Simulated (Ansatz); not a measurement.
`F/C=[C](/F)[GaH2]`. The species carries charge 0 and has multiplicity 1.

```csv
atom,x (Å),y (Å),z (Å)
F1,-1.715,0.748,-0.842
C2,-0.512,1.228,-0.527
C3,0.413,0.451,0.030
F4,1.593,1.063,0.300
Ga5,0.235,-1.453,0.486
H6,-0.385,2.278,-0.769
H7,1.483,-2.137,1.128
H8,-1.113,-2.179,0.193
```

Question: List the harmonic frequencies (cm⁻¹, unscaled) at PBE0-D4/def2-TZVP in Ansatz. (Estimate.)

Answer: The calculation gave: 132, 138, 267, 274, 359, 437, 538, 595, 621, 738, 889, 1164, 1200, 1310, 1688, 2004, 2015, 3201.

Question: Is this a minimum?

Answer: Yes, all 18 modes are real.

Question: Give the ideal-gas thermochemistry at 298.15 K and 1 bar (rigid rotor, harmonic oscillator; point group Cs, symmetry number 1).

Answer: Zero-point energy 105.1 kJ/mol; H(298) − E = 124.5 kJ/mol; entropy 339.2 J/(mol·K), of which translation 170.0, rotation 115.3, vibration 53.9; G(298) − E = 23.3 kJ/mol.

Question: Rotational constants (cm⁻¹)?

Answer: 0.1409, 0.07422, 0.04862.
